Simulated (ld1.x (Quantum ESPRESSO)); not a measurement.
**Transferability test, TM potential for phosphorus**

* Element: P (Z = 15)
* Generator: ld1.x (Quantum ESPRESSO) 7.5
* Type: norm-conserving Troullier–Martins (Kleinman–Bylander form)
* Functional: PBE
* Relativity: scalar-relativistic
* Frozen core: [Ne]
* Valence charge: 5
* Reference configuration: 3s2 3p3
* Partial waves: 3p (bound): rc 1.25 bohr; 3s (bound): rc 1.15 bohr
* Local potential: the s channel
* Core correction: none

Energies are relative to the spin-unpolarised reference configuration 3s2 3p3; without spin polarisation the order of configurations can differ from experiment. The frozen-core shift is the all-electron ΔE with the core orbitals held at their reference shape minus the fully relaxed ΔE.

Q: Give the all-electron excitation energy and the error of the potential for: 3s2 3p2; 3s2 3p1; 3s2 3p0; 3s1 3p3; 3s1 3p0; 3s1 3p4; 3s2 3p3.3.

A:

```json
{"valence configuration": "3s2 3p2", "charge": "+1", "ΔE all-electron (eV)": "9.730", "error AE − PS (meV)": "+3.2", "frozen-core shift (meV)": "+1.1"}
{"valence configuration": "3s2 3p1", "charge": "+2", "ΔE all-electron (eV)": "28.877", "error AE − PS (meV)": "+20", "frozen-core shift (meV)": "+9.3"}
{"valence configuration": "3s2 3p0", "charge": "+3", "ΔE all-electron (eV)": "58.616", "error AE − PS (meV)": "+69", "frozen-core shift (meV)": "+41"}
{"valence configuration": "3s1 3p3", "charge": "+1", "ΔE all-electron (eV)": "18.850", "error AE − PS (meV)": "+15", "frozen-core shift (meV)": "+2.8"}
{"valence configuration": "3s1 3p0", "charge": "+4", "ΔE all-electron (eV)": "110.621", "error AE − PS (meV)": "+207", "frozen-core shift (meV)": "+137"}
{"valence configuration": "3s1 3p4", "charge": "0", "ΔE all-electron (eV)": "8.534", "error AE − PS (meV)": "+7.4", "frozen-core shift (meV)": "+0.6"}
{"valence configuration": "3s2 3p3.3", "charge": "-0.3", "ΔE all-electron (eV)": "-1.307", "error AE − PS (meV)": "+0.2", "frozen-core shift (meV)": "0.0"}
```
